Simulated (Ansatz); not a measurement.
A geometry relaxed with Ansatz (an electronic-structure program) with CAM-B3LYP-D3(BJ)/def2-TZVP, charge 0, multiplicity 1:

```xyz
5

C      0.2406    -0.3278    -0.0729
N     -0.2823    -0.7029    -1.1348
O      0.7923     0.8160     2.0191
C      0.3768     0.3946     1.0148
H     -1.1275    -0.1800    -1.3844
```

**Question.** Write the SMILES of this molecule.

**Answer.** `N=C=C=O`
